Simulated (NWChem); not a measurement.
BH3; SMILES B

Computed with NWChem. Pople sets run with spherical d functions. Each level has its own optimisation; frequencies are unscaled.

| level | r B–H (Å) | highest harmonic frequency (cm⁻¹) | lowest (cm⁻¹) | zero-point energy (kcal/mol) |
|---|---|---|---|---|
| Hartree-Fock/STO-3G | 1.160 | 3345 | 1328 | 20.1 |
| Hartree-Fock/3-21G | 1.188 | 2807 | 1211 | 17.3 |
| Hartree-Fock/6-31G* | 1.188 | 2811 | 1225 | 17.4 |
| B3LYP/6-31G* | 1.194 | 2725 | 1160 | 16.6 |
| LDA (Slater exchange, VWN5)/def2-SVP | 1.218 | 2631 | 1078 | 15.7 |
| PBE/def2-SVP | 1.214 | 2634 | 1103 | 15.9 |
| BLYP/def2-SVP | 1.211 | 2624 | 1122 | 15.9 |
| PBE0/def2-SVP | 1.206 | 2703 | 1129 | 16.3 |
